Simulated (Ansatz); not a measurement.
System: C3H5O, net charge -1, singlet state. It need not be the lowest isomer of its formula. Whether it binds its extra electron was not tested at this geometry. SMILES: [O-]CC=C
Geometry from a B3LYP-D3(BJ)/def2-TZVP (Ansatz, an electronic-structure program) optimisation:
```xyz
9

C      1.6396    -0.4294    -0.5418
C      0.6951     0.1190     0.2247
C     -0.7395     0.4438    -0.1703
O     -1.6164    -0.1939     0.6022
H      1.4473    -0.6448    -1.5899
H      2.6208    -0.7036    -0.1611
H      0.8953     0.2886     1.2829
H     -0.8046     0.2253    -1.2821
H     -0.7992     1.5848    -0.1424
```
Charge -1, spin multiplicity 1.

Parts of the frozen-core correlation energy in STO-3G (Ansatz, hartree). Frozen orbitals: 4; correlated occupied orbitals by spin: 12 and 12; virtual: 9 and 9. Spin-orbit coupling is left out. Non-relativistic. The restricted reference is unstable.

```json
[
 {"term": "reference (HF)", "value": "-188.65463"},
 {"term": "MP2 opposite-spin", "value": "-0.16721"},
 {"term": "MP2 same-spin", "value": "?"},
 {"term": "CCSD correlation", "value": "?"},
 {"term": "(T)", "value": "?"},
 {"term": "T1 diagnostic", "value": "0.018"},
 {"term": "largest doubles amplitude", "value": "0.136"}
]
```

Task: Some entries are withheld; supply them.

Result: 
- MP2 same-spin, value: -0.03238
- CCSD correlation, value: -0.25344
- (T), value: -0.00581
